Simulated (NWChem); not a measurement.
System: C5H6; SMILES C=CC#CC

NWChem input:

```
start job
memory heap 200 mb stack 900 mb global 1100 mb
geometry units angstroms noautoz
  C     -2.304710     0.445865     0.753428
  C     -1.464389    -0.448049     0.210765
  C     -0.085991    -0.215748    -0.059136
  C      1.094216    -0.049518    -0.300398
  C      2.503648     0.157796    -0.583067
  H     -1.970119     1.448536     1.031538
  H     -3.351846     0.190787     0.931965
  H     -1.844236    -1.442920    -0.054027
  H      3.129050    -0.152234     0.269597
  H      2.718000     1.219025    -0.785490
  H      2.824197    -0.424972    -1.461000
end
basis spherical
  C library def2-svp
  H library def2-svp
end
dft
  xc xwpbe 1.00 cpbe96 1.0 hfexch 1.00
  cam 0.4 cam_alpha 0.0 cam_beta 1.0
  iterations 150
  mulliken
end
task dft energy
```

Output (shortened):

```
             Northwest Computational Chemistry Package (NWChem) 7.3.0
             --------------------------------------------------------

 C1  symmetry detected

                             Geometry "geometry" -> ""
                             -------------------------

 Output coordinates in angstroms (scale by  1.889725989 to convert to a.u.)

  No.       Tag          Charge          X              Y              Z
 ---- ---------------- ---------- -------------- -------------- --------------
    1 C                    6.0000     0.46518113     2.41863622     0.00021827
    2 C                    6.0000    -0.48229348     1.46890119     0.00025027
    3 C                    6.0000    -0.23488400     0.06691099    -0.00158328
    4 C                    6.0000    -0.05712814    -1.13605667    -0.00150923
    5 C                    6.0000     0.16520860    -2.57130622     0.00061386
    6 H                    1.0000     1.52826346     2.16468559    -0.00301809
    7 H                    1.0000     0.19457360     3.47702813     0.00370861
    8 H                    1.0000    -1.53751762     1.77000583     0.00245553
    9 H                    1.0000     0.20164226    -2.96558088     1.02896314
   10 H                    1.0000     1.11780343    -2.82811425    -0.48902024
   11 H                    1.0000    -0.64126978    -3.10053753    -0.53102831

 Effective nuclear repulsion energy (a.u.)     135.7092889754

  pbe96 is a nonlocal functional; adding pw91lda local functional.

                                 NWChem DFT Module
                                 -----------------

 Summary of "ao basis" -> "ao basis" (spherical)
 ------------------------------------------------------------------------------
       Tag                 Description            Shells   Functions and Types
 ---------------- ------------------------------  ------  ---------------------
 C                          def2-svp                 6       14   3s2p1d
 H                          def2-svp                 3        5   2s1p

            General Information
            -------------------
          SCF calculation type: DFT
          Wavefunction type:  closed shell.
          No. of atoms     :    11
          No. of electrons :    36
           Alpha electrons :    18
            Beta electrons :    18
          Charge           :     0
          Spin multiplicity:     1
          Use of symmetry is: off; symmetry adaption is: off
          Maximum number of iterations: 150
          AO basis - number of functions:   100
                     number of shells:    48
          Convergence on energy requested:  1.00D-06
          Convergence on density requested:  1.00D-05
          Convergence on gradient requested:  5.00D-04

              XC Information
              --------------
                     Hartree-Fock (Exact) Exchange  1.000
                     LC-wPBE(h)Exchange Functional  1.000
            Perdew 1991 LDA Correlation Functional  1.000 local
           PerdewBurkeErnz. Correlation Functional  1.000 non-local

           Range-Separation Parameters
           ---------------------------
           Alpha           :  0.00
           Beta            :  1.00
           Gamma           :  0.40
           Short-Range HF  :     F

             Grid Information
             ----------------
          Grid used for XC integration:  medium
          Radial quadrature: Mura-Knowles
          Angular quadrature: Lebedev.
          Tag              B.-S. Rad. Rad. Pts. Rad. Cut. Ang. Pts.
          ---              ---------- --------- --------- ---------
          C                   0.70       49          14.0       434
          H                   0.35       45          14.0       434
          Grid pruning is: on
          Number of quadrature shells:   515
          Spatial weights used:  Erf1

      Superposition of Atomic Density Guess
      -------------------------------------

 Sum of atomic energies:        -191.11972670

      Non-variational initial energy
      ------------------------------

 Total energy =    -194.237355
 1-e energy   =    -522.895265
 2-e energy   =     192.948621
 HOMO         =      -0.278886
 LUMO         =      -0.034560

     ---------------------------------------------
      Total Density - Mulliken Population Analysis
     ---------------------------------------------

    Atom       Charge   Shell Charges
 -----------   ------   -------------------------------------------------------
    1 C    6     6.17   1.99  0.97  0.27  1.96  0.95  0.03
    2 C    6     6.10   1.99  0.96  0.26  1.92  0.94  0.04
    3 C    6     6.17   1.99  0.98  0.38  1.99  0.78  0.04
    4 C    6     6.14   1.99  0.98  0.36  1.91  0.86  0.04
    5 C    6     6.12   1.99  0.94  0.12  2.02  1.02  0.02
    6 H    1     0.90   0.67  0.21  0.03
    7 H    1     0.89   0.67  0.20  0.03
    8 H    1     0.89   0.67  0.20  0.02
    9 H    1     0.87   0.66  0.19  0.02
   10 H    1     0.88   0.66  0.19  0.02
   11 H    1     0.88   0.66  0.19  0.02

   convergence    iter        energy       DeltaE   RMS-Dens  Diis-err
 ---------------- ----- ----------------- --------- --------- ---------
 d= 0,ls=0.0,diis     1   -193.7067193431 -3.29D+02  6.11D-03  3.81D-01
 d= 0,ls=0.0,diis     2   -193.7525524155 -4.58D-02  2.10D-03  2.57D-02
 d= 0,ls=0.0,diis     3   -193.7548005257 -2.25D-03  8.17D-04  1.31D-02
 d= 0,ls=0.0,diis     4   -193.7563082908 -1.51D-03  2.53D-04  8.80D-04
 d= 0,ls=0.0,diis     5   -193.7564108563 -1.03D-04  1.12D-04  1.12D-04
  Resetting Diis
 d= 0,ls=0.0,diis     6   -193.7564282603 -1.74D-05  2.39D-05  3.79D-06
 d= 0,ls=0.0,diis     7   -193.7564290872 -8.27D-07  1.38D-05  1.00D-06
 d= 0,ls=0.0,diis     8   -193.7564292298 -1.43D-07  5.35D-06  5.89D-07

         Total DFT energy =     -193.756429229752
      One electron energy =     -527.718510605885
           Coulomb energy =      227.305333385992
    Exchange-Corr. energy =      -29.052540985307
 Nuclear repulsion energy =      135.709288975448

 Numeric. integr. density =       35.999996588765

                       DFT Final Molecular Orbital Analysis
                       ------------------------------------

 Vector   16  Occ=2.000000D+00  E=-4.513282D-01
              MO Center= -1.4D-01,  7.2D-01,  2.0D-02, r^2= 3.2D+00
   Bfn.  Coefficient  Atom+Function         Bfn.  Coefficient  Atom+Function
  ----- ------------  ---------------      ----- ------------  ---------------
    20      0.352490   2 C  pz               34      0.308290   3 C  pz
     6      0.259291   1 C  pz               23      0.201471   2 C  pz
    48      0.191094   4 C  pz               37      0.154744   3 C  pz
     9      0.152817   1 C  pz               62     -0.118922   5 C  pz
    86     -0.113949   9 H  s                51      0.101779   4 C  pz

 Vector   17  Occ=2.000000D+00  E=-3.737220D-01
              MO Center= -1.5D-01, -5.8D-01, -3.3D-02, r^2= 2.3D+00
   Bfn.  Coefficient  Atom+Function         Bfn.  Coefficient  Atom+Function
  ----- ------------  ---------------      ----- ------------  ---------------
    32      0.403557   3 C  px               46      0.395217   4 C  px
    49      0.243911   4 C  px               35      0.240004   3 C  px
    91     -0.133189  10 H  s                60     -0.129733   5 C  px
    96      0.129424  11 H  s                81      0.128750   8 H  s
    18     -0.107169   2 C  px               63     -0.080008   5 C  px

 Vector   18  Occ=2.000000D+00  E=-3.406989D-01
              MO Center=  9.0D-03,  4.4D-01,  1.9D-02, r^2= 3.9D+00
   Bfn.  Coefficient  Atom+Function         Bfn.  Coefficient  Atom+Function
  ----- ------------  ---------------      ----- ------------  ---------------
    48     -0.345891   4 C  pz                6      0.323861   1 C  pz
    34     -0.294448   3 C  pz               20      0.235471   2 C  pz
     9      0.230399   1 C  pz               51     -0.220429   4 C  pz
    37     -0.196676   3 C  pz               23      0.177922   2 C  pz
    86      0.120366   9 H  s                62      0.095701   5 C  pz

 Vector   19  Occ=0.000000D+00  E= 6.082962D-02
              MO Center=  3.8D-02,  1.1D+00,  1.6D-02, r^2= 4.2D+00
   Bfn.  Coefficient  Atom+Function         Bfn.  Coefficient  Atom+Function
  ----- ------------  ---------------      ----- ------------  ---------------
     9      0.536155   1 C  pz               23     -0.430328   2 C  pz
     6      0.379988   1 C  pz               51      0.351008   4 C  pz
    20     -0.320744   2 C  pz               48      0.295538   4 C  pz
    87     -0.219162   9 H  s                37     -0.195690   3 C  pz
    34     -0.164739   3 C  pz               97      0.115038  11 H  s

 Vector   20  Occ=0.000000D+00  E= 1.353488D-01
              MO Center= -2.2D-01, -9.3D-03, -6.9D-02, r^2= 6.2D+00
   Bfn.  Coefficient  Atom+Function         Bfn.  Coefficient  Atom+Function
  ----- ------------  ---------------      ----- ------------  ---------------
     3      0.790206   1 C  s                82     -0.715194   8 H  s
    77     -0.613124   7 H  s                92     -0.556783  10 H  s
    49      0.469719   4 C  px               17      0.455067   2 C  s
    97      0.436805  11 H  s                35     -0.429009   3 C  px
    46      0.348862   4 C  px               32     -0.329897   3 C  px

 Vector   21  Occ=0.000000D+00  E= 1.644260D-01
              MO Center=  1.9D-01, -3.1D+00,  3.8D-03, r^2= 4.6D+00
   Bfn.  Coefficient  Atom+Function         Bfn.  Coefficient  Atom+Function
  ----- ------------  ---------------      ----- ------------  ---------------
    59      3.417433   5 C  s                97     -1.319362  11 H  s
    87     -1.272670   9 H  s                92     -1.223065  10 H  s
    45     -0.648694   4 C  s                50      0.606347   4 C  py
    31     -0.497523   3 C  s                17      0.224299   2 C  s
    58      0.173671   5 C  s                57     -0.139840   5 C  s

[...]
```

Level: LC-wPBE (HJS exchange hole, range parameter 0.4 per bohr)/def2-SVP. Coordinates come from a PBE0/def2-SVP optimisation.
